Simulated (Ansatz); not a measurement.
`CSB(F)[SiH3]`. Charge 0, multiplicity 1. The geometry is a stationary point of PBE0-D4/def2-TZVP. It is one conformer, not always the lowest.

```xyz
11

C    -0.563    0.390   -1.668
S    -1.091    1.526   -0.362
B    -0.358    0.824    1.112
F    -0.597    1.481    2.246
Si    0.782   -0.860    1.137
H    -0.981   -0.603   -1.513
H     0.523    0.336   -1.723
H    -0.944    0.794   -2.605
H     1.991   -0.677    0.285
H     1.218   -1.202    2.516
H     0.021   -2.011    0.575
```

Question: What is the dipole moment at B3LYP/def2-TZVPP? (An estimate is asked.)

Answer: Ansatz gave: 2.19 D, with components (0.29, -0.96, -1.95) D in this frame, pointing from negative to positive charge.

Question: And with PBE, r2SCAN, ωB97M-V? (An estimate is asked.)

Answer: Ansatz gave: PBE 2.14 D, r2SCAN 2.21 D, ωB97M-V 2.14 D.

Question: Give the Mulliken charges with B3LYP, r2SCAN, PBE in def2-TZVPP. (An estimate is asked.)

Answer: The calculation gave: 
```json
{"atom": "C1", "B3LYP": "-0.27", "r2SCAN": "-0.15", "PBE": "-0.25"}
{"atom": "S2", "B3LYP": "-0.10", "r2SCAN": "-0.09", "PBE": "-0.09"}
{"atom": "B3", "B3LYP": "0.32", "r2SCAN": "0.29", "PBE": "0.28"}
{"atom": "F4", "B3LYP": "-0.22", "r2SCAN": "-0.24", "PBE": "-0.18"}
{"atom": "Si5", "B3LYP": "0.08", "r2SCAN": "0.11", "PBE": "0.01"}
{"atom": "H6", "B3LYP": "0.13", "r2SCAN": "0.09", "PBE": "0.12"}
{"atom": "H7", "B3LYP": "0.12", "r2SCAN": "0.09", "PBE": "0.12"}
{"atom": "H8", "B3LYP": "0.13", "r2SCAN": "0.09", "PBE": "0.13"}
{"atom": "H9", "B3LYP": "-0.06", "r2SCAN": "-0.07", "PBE": "-0.05"}
{"atom": "H10", "B3LYP": "-0.06", "r2SCAN": "-0.06", "PBE": "-0.05"}
{"atom": "H11", "B3LYP": "-0.06", "r2SCAN": "-0.07", "PBE": "-0.05"}
```

B3LYP here is the variant with VWN-RPA as its local correlation; programs differ in this.
